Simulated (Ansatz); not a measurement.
OPb, SMILES [O]=[Pb] (connectivity only; charge and spin as stated), neutral, multiplicity 1.

The structure is a stationary point at B3LYP-D3(BJ)/def2-TZVP. The def2 effective core potentials stand for the cores of Pb; spin–orbit coupling is left out.

Two levels are set side by side: PBE/def2-TZVPD (Ansatz, a program for electronic structure) and CAM-B3LYP/def2-TZVPD (Ansatz). Energy differences of separate SCF runs at the same geometry; the states with an electron removed or added have multiplicity 2 and 2. Differences are taken from unrounded values.

| quantity | CAM-B3LYP |
|---|---|
| vertical ionisation energy (eV) | 9.19 |
| vertical electron affinity (eV) | 0.57 |
| vertical singlet–triplet gap (eV) | 2.38 |

### Question
What does PBE give, and how far is it from CAM-B3LYP? (An estimate is asked for; the answer gives what the named calculation found.)

### Answer

```csv
quantity,PBE,PBE minus CAM-B3LYP
vertical ionisation energy (eV),9.57,0.38
vertical electron affinity (eV),0.40,-0.17
vertical singlet–triplet gap (eV),2.95,0.57
```
